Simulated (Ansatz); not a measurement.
A run on C$_{2}$H$_{6}$ClFHfIN, SMILES `C[N](C)[Hf]([F])([Cl])[I]` with other settings.

```yaml
crystal:
  periodic: [false, false, false]
  atoms:
    - {symbol: C, position_ang: [-0.076211, -0.043698, 1.437820]}
    - {symbol: N, position_ang: [0.041272, -0.220494, 0.005002]}
    - {symbol: C, position_ang: [0.549153, -1.515219, -0.381201]}
    - {symbol: Hf, position_ang: [-0.487471, 1.330128, -1.115376]}
    - {symbol: F, position_ang: [-0.355325, 0.741806, -2.910433]}
    - {symbol: Cl, position_ang: [-2.680893, 1.935024, -0.512555]}
    - {symbol: I, position_ang: [1.278736, 3.337659, -0.557371]}
    - {symbol: H, position_ang: [-0.766178, -0.776532, 1.873937]}
    - {symbol: H, position_ang: [0.899096, -0.142059, 1.930122]}
    - {symbol: H, position_ang: [-0.463280, 0.952865, 1.683375]}
    - {symbol: H, position_ang: [1.552157, -1.683158, 0.031235]}
    - {symbol: H, position_ang: [-0.102672, -2.319229, -0.016430]}
    - {symbol: H, position_ang: [0.611627, -1.597083, -1.468114]}
basis:
  gaussian: {orbitals: def2-TZVP}
hamiltonian: {xc: {name: r2SCAN}}
scf: {lower_state_search: off}
output: {forces: true}
```

```sh
$ ansatz run in.yaml --threads 2 --pin off --events-out ev --progress --plain --max-ram 22528MiB --backend cuda --devices 0, --max-vram 18GiB
```

It prints (some lines left out):

```
Functional definition: r2SCAN
1903 factors; their error is unknown
mean field evaluation 1: about -28305.0431 eV, gradient 8.4e1 eV
mean field evaluation 2: about -28194.6297 eV, gradient 2.3e2 eV
mean field evaluation 4: about -28318.1671 eV, gradient 2.6e1 eV
mean field evaluation 8: about -28319.7202 eV, gradient 4.2e-1 eV
mean field evaluation 16: about -28319.6870 eV, gradient 3.2e-3 eV
mean field -28319.68695912 eV, -1040.7292999745 hartree, gradient 8.3e-6 eV, S^2 0.000000; 0 other end points of the search recorded, 0 dependent functions left out
reference -28319.68697363 eV, -1040.7293005077 hartree; 44, 44 occupied and 243, 243 virtual orbitals, 1903 factors
Total energy: -28319.68697363 eV, -1040.7293005077 hartree
Atom 0 at    -0.076211    -0.043698     1.437820 Å, force    -0.018435     0.031880     0.206416 eV/Å
Atom 1 at     0.041272    -0.220494     0.005002 Å, force    -0.006960    -0.014994    -0.064457 eV/Å
Atom 2 at     0.549153    -1.515219    -0.381201 Å, force     0.073606    -0.190130    -0.058828 eV/Å
Atom 3 at    -0.487471     1.330128    -1.115376 Å, force    -0.008442     0.171046    -0.018825 eV/Å
Atom 4 at    -0.355325     0.741806    -2.910433 Å, force     0.011038    -0.056724    -0.121254 eV/Å
Atom 5 at    -2.680893     1.935024    -0.512555 Å, force    -0.120978     0.022847     0.023684 eV/Å
Atom 6 at     1.278736     3.337659    -0.557371 Å, force     0.061084     0.069301     0.006396 eV/Å
Atom 7 at    -0.766178    -0.776532     1.873937 Å, force    -0.014642    -0.023527     0.008485 eV/Å
Atom 8 at     0.899096    -0.142059     1.930122 Å, force     0.024600    -0.007944     0.008770 eV/Å
Atom 9 at    -0.463280     0.952865     1.683375 Å, force    -0.005054     0.012078    -0.008240 eV/Å
Atom 10 at     1.552157    -1.683158     0.031235 Å, force     0.020396    -0.004371     0.015048 eV/Å
Atom 11 at    -0.102672    -2.319229    -0.016430 Å, force    -0.013816    -0.017855     0.013935 eV/Å
Atom 12 at     0.611627    -1.597083    -1.468114 Å, force    -0.002396     0.008393    -0.011129 eV/Å
Dipole moment:     0.170789    -0.594321     0.321094 e Å
Checks for a lower state left out: stability, starts, cluster_reference, orbital_swaps, neighbouring_geometries, increment
```

Hardware: 2 threads of an AMD EPYC 7R13 on a shared host and a share of an NVIDIA H100 80 GB. Wall time 2.7 s, peak host memory 0.89 GiB.
